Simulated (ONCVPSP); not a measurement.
What one change does to a pseudopotential (Ge, ONCV)

Ge (Z = 32), optimised norm-conserving Vanderbilt (ONCV), made with ONCVPSP 4.0.1 (LDA (Perdew-Zunger), scalar-relativistic). Core [Ne], reference 3s2 3p6 3d10 4s2 (charge +2). Waves: 3s+4s: rc 1.20 bohr, ncon 4, nbas 7, qcut 10.7 1/bohr, 2 projectors; 3p: rc 0.85 bohr, ncon 4, nbas 9, qcut 19.6 1/bohr, 2 projectors, debl 2.5 Ha; 3d: rc 1.00 bohr, ncon 4, nbas 8, qcut 14.4 1/bohr, 3 projectors, debl 1.3 Ha. Local part: polynomial inside 0.65 bohr (lpopt 5, dvloc0 0 Ha). Core correction: Teter function, fcfact 3.25, rcfact 1.6.

In the p channel the program set the typed energies aside and used -4.978, 0.250 Ha. In the d channel the program set the typed energies aside and used -1.821, 0.250, 1.550 Ha.

All-electron outer shells of the reference configuration (LDA (Perdew-Zunger), scalar-relativistic, ld1.x):

```csv
shell,level (eV),outermost node (bohr),outermost maximum (bohr)
2p,-1218.20,–,0.14
3s,-187.80,0.26,0.54
3p,-135.45,0.23,0.54
3d,-49.54,–,0.50
4s,-29.63,0.77,1.66
```

Change: s: qcut 10.3; p: qcut 18.8; d: qcut 13.8.

Cutoffs: the cutoffs (Ha) at which the residual kinetic energy of the hardest occupied pseudo-wave falls to 1 and 0.1 mHa per electron; they do not see the model core or the augmentation charge, which bear on the density cutoff. Errors are all-electron minus pseudo energies relative to the spin-unpolarised reference configuration.

Question: How do hardness, ghosts and transferability respond?

Answer: The potential gets neither clearly harder nor softer (92 Ha and 119 Ha → 88 Ha and 151 Ha); the lowest positive-energy flag moves from none to d at 5.6 eV; the errors of the 4 common tests hardly move; neither file shows a bound ghost.

```csv
quantity,base,changed
"cutoff, loose",92 Ha,88 Ha
"cutoff, tight",119 Ha,151 Ha
loose cutoff by channel,"s 34 Ha, p 86 Ha, d 92 Ha","s 32 Ha, p 75 Ha, d 88 Ha"
bound ghosts,none,none
GHOST(+) flags under 300 eV,none,d at 5.6 eV
"error for 3s2 3p6 3d10 4s2 4p2, meV [ΔE -23.35 eV]",+2.5,+2.5
"error for 3s2 3p6 3d10 4s2 4p1, meV [ΔE -15.72 eV]",+1.7,+1.7
"error for 3s2 3p6 3d10 4s1, meV [ΔE 35.22 eV]",-4.5,-4.5
"error for 3s2 3p6 3d10 4s0 4p4, meV [ΔE -6.99 eV]",-2.4,-2.1
s: phases at 1.22 bohr within 0.05 rad from the reference energy up to (Ha; the scan ends near 5),to the end of the scan,to the end of the scan
p: phases at 0.86 bohr within 0.05 rad from the reference energy up to (Ha; the scan ends near 5),to the end of the scan,to the end of the scan
d: phases at 1.01 bohr within 0.05 rad from the reference energy up to (Ha; the scan ends near 5),to the end of the scan,to the end of the scan
"rms error of d²Exc/dni dnj with the model core, mHa",1.48,1.48
```
